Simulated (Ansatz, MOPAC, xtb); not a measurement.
Torsion H4–O1–B2–I3 in BH2IO (SMILES OBI); at each angle all else is relaxed with GFN2-xTB, and the levels are single points there.
Geometry at 0° (charge 0, multiplicity 1):
```
atom    x (Å)    y (Å)    z (Å)
----  -------  -------  -------
O     -0.9905  -0.2986  -0.3690
B     -0.0043   0.5465  -0.2045
I      1.0558   0.7383   1.6362
H     -1.2829  -0.8756   0.3401
H      0.3008   1.2190  -1.1088
```

On the grid 0° to 330°, 120° is the highest and 0° the lowest point at MP2/CBS(def2-TZVPP, def2-QZVPP) + ΔCCSD(T)/def2-TZVPP.

Correlated levels freeze the cores. Filled d and f shells under p-block atoms count as core. CBS: X⁻³ extrapolation of the correlation energy, Hartree–Fock from the larger set. The state reached by PM6 isn't checked.

Codes used: Ansatz (Gaussian basis) for Hartree–Fock, density functionals and correlated methods; MOPAC for PM6 (differences of heats of formation); xtb for the GFN methods. Values without a source in brackets are computed. In def2 rows elements past Kr take small-core potentials, without spin–orbit coupling.

Problem. Predict the energy at 120° less that at 0° from PM6.

Solution. 8.8 kcal/mol

Problem. Give the energy at 120° less that at 0° at the level GFN-FF.

Solution. 4.8 kcal/mol

Problem. What energy at 120° less that at 0° does MP2/CBS(def2-TZVPP, def2-QZVPP) + ΔCCSD(T)/def2-TZVPP give?

Solution. 10.3 kcal/mol

Ansatz is a program for electronic structure.
